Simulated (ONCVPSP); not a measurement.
## cobalt (Co) ONCV: all-electron and pseudo phase curves

| Property | Result |
| --- | --- |
| Element | Co (Z = 27) |
| Generator | ONCVPSP 4.0.1 |
| Type | optimised norm-conserving Vanderbilt (ONCV) |
| Functional | LDA (Perdew-Wang 92) |
| Relativity | scalar-relativistic |
| Frozen core | [Ne] |
| Valence charge | 17 |
| Reference configuration | 3s2 3p6 3d7.5 4s1.5 |
| Partial waves | 3s+4s: rc 1.10 bohr, ncon 3, nbas 7, qcut 9.8 1/bohr, 2 projectors; 3p: rc 1.05 bohr, ncon 4, nbas 9, qcut 13 1/bohr, 2 projectors, debl 3.4 Ha; 3d: rc 1.70 bohr, ncon 4, nbas 9, qcut 10.2 1/bohr, 2 projectors, debl 1.2 Ha |
| Local potential | polynomial inside 0.80 bohr (lpopt 4, dvloc0 6 Ha) |
| Core correction | Teter function, fcfact 4, rcfact 1.25 |

The phase is arctan(r·R′/R) of the radial function R(r), unwrapped; energies in Ha, scanned from -5 to 5 Ha. A pole is an energy at which the radial function vanishes at the test radius. The pseudo phase is shifted by a multiple of π to meet the all-electron one at the reference energy, and phase errors are pseudo minus all-electron; the curves can meet again beyond the range given. Levels narrower than the energy grid can be missing from the lists of poles.

Task: For each channel, where are the poles, and over which energies does the pseudopotential scatter like the atom?

Result:

```csv
channel,radius (bohr),reference energy (Ha),"poles, all-electron","poles, pseudo",unbroken range about the reference energy with phases within 0.05 rad,phase error 1 Ha above the reference energy (rad)
s,1.12,-0.19,-2.03,-2.03,the whole range,-0.000
p,1.06,-2.32,-0.09,-0.09,the whole range,-0.000
d,1.73,-0.23,0.11,0.11,the whole range,+0.000
```

Phases in the s channel:

```json
{"E (Ha)": "-4.96", "all-electron": "-0.294", "pseudo": "-0.294"}
{"E (Ha)": "-4.72", "all-electron": "-0.570", "pseudo": "-0.570"}
{"E (Ha)": "-4.48", "all-electron": "-0.801", "pseudo": "-0.801"}
{"E (Ha)": "-4.24", "all-electron": "-0.981", "pseudo": "-0.981"}
{"E (Ha)": "-4.00", "all-electron": "-1.117", "pseudo": "-1.117"}
{"E (Ha)": "-3.76", "all-electron": "-1.222", "pseudo": "-1.222"}
{"E (Ha)": "-3.52", "all-electron": "-1.303", "pseudo": "-1.303"}
{"E (Ha)": "-3.28", "all-electron": "-1.368", "pseudo": "-1.368"}
{"E (Ha)": "-3.04", "all-electron": "-1.421", "pseudo": "-1.421"}
{"E (Ha)": "-2.80", "all-electron": "-1.465", "pseudo": "-1.465"}
{"E (Ha)": "-2.56", "all-electron": "-1.503", "pseudo": "-1.503"}
{"E (Ha)": "-2.32", "all-electron": "-1.536", "pseudo": "-1.536"}
{"E (Ha)": "-2.08", "all-electron": "-1.565", "pseudo": "-1.565"}
{"E (Ha)": "-1.84", "all-electron": "-1.591", "pseudo": "-1.591"}
{"E (Ha)": "-1.60", "all-electron": "-1.615", "pseudo": "-1.615"}
{"E (Ha)": "-1.36", "all-electron": "-1.637", "pseudo": "-1.637"}
{"E (Ha)": "-1.12", "all-electron": "-1.659", "pseudo": "-1.659"}
{"E (Ha)": "-0.88", "all-electron": "-1.679", "pseudo": "-1.679"}
{"E (Ha)": "-0.64", "all-electron": "-1.698", "pseudo": "-1.698"}
{"E (Ha)": "-0.40", "all-electron": "-1.717", "pseudo": "-1.717"}
{"E (Ha)": "-0.16", "all-electron": "-1.736", "pseudo": "-1.736"}
{"E (Ha)": "0.08", "all-electron": "-1.755", "pseudo": "-1.755"}
{"E (Ha)": "0.32", "all-electron": "-1.774", "pseudo": "-1.774"}
{"E (Ha)": "0.56", "all-electron": "-1.794", "pseudo": "-1.794"}
{"E (Ha)": "0.80", "all-electron": "-1.815", "pseudo": "-1.815"}
{"E (Ha)": "1.04", "all-electron": "-1.837", "pseudo": "-1.837"}
{"E (Ha)": "1.28", "all-electron": "-1.860", "pseudo": "-1.860"}
{"E (Ha)": "1.52", "all-electron": "-1.884", "pseudo": "-1.884"}
{"E (Ha)": "1.76", "all-electron": "-1.911", "pseudo": "-1.911"}
{"E (Ha)": "2.00", "all-electron": "-1.940", "pseudo": "-1.940"}
{"E (Ha)": "2.24", "all-electron": "-1.972", "pseudo": "-1.972"}
{"E (Ha)": "2.48", "all-electron": "-2.008", "pseudo": "-2.008"}
{"E (Ha)": "2.72", "all-electron": "-2.048", "pseudo": "-2.049"}
{"E (Ha)": "2.96", "all-electron": "-2.095", "pseudo": "-2.095"}
{"E (Ha)": "3.20", "all-electron": "-2.148", "pseudo": "-2.148"}
{"E (Ha)": "3.44", "all-electron": "-2.210", "pseudo": "-2.210"}
{"E (Ha)": "3.68", "all-electron": "-2.283", "pseudo": "-2.284"}
{"E (Ha)": "3.92", "all-electron": "-2.369", "pseudo": "-2.370"}
{"E (Ha)": "4.16", "all-electron": "-2.471", "pseudo": "-2.474"}
{"E (Ha)": "4.40", "all-electron": "-2.593", "pseudo": "-2.596"}
{"E (Ha)": "4.64", "all-electron": "-2.735", "pseudo": "-2.739"}
{"E (Ha)": "4.88", "all-electron": "-2.897", "pseudo": "-2.902"}
```
